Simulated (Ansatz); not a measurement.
WOF₄, relaxed as a singlet with RKS PBE0-D4/def2-SVP in Ansatz, starting from the GFN2-xTB geometry. Force threshold 0.02 eV/Å.

In the def2 sets W takes a core potential; there is no spin–orbit coupling.

Start:

Cartesian coordinates in Å:
```
W -0.012 0.133 -0.025
O -0.177 1.767 -0.337
F 1.096 -0.113 1.439
F 1.431 -0.538 -0.973
F -1.002 -0.837 -1.255
F -1.336 -0.411 1.151
```

Question: Estimate the energy that the relaxation releases and the steps that it takes.

Answer: 13.5 kJ/mol, in 4 steps; 8.5 s on 4 threads of Intel Xeon on a shared host. No frequencies were taken in this run, so the end may be a saddle point.

Question: Does the start keep its bonding and symmetry?

Answer: By distances, no bond broke or formed. The bond that changes most is W1–O2, from 1.67 to 1.67 Å (atoms count from 1). Point group C4v at the start, C4v at the end, both within 0.05 Å.

Question: Predict the relaxed structure.

Answer: 
```tsv
atom	x (Å)	y (Å)	z (Å)
W1	-0.004	0.042	-0.008
O2	-0.168	1.674	-0.319
F3	1.119	-0.058	1.462
F4	1.462	-0.494	-1.006
F5	-1.033	-0.800	-1.299
F6	-1.376	-0.363	1.170
```
Bond lengths: 4 × F–W 1.85 Å; 1 × O–W 1.67 Å.
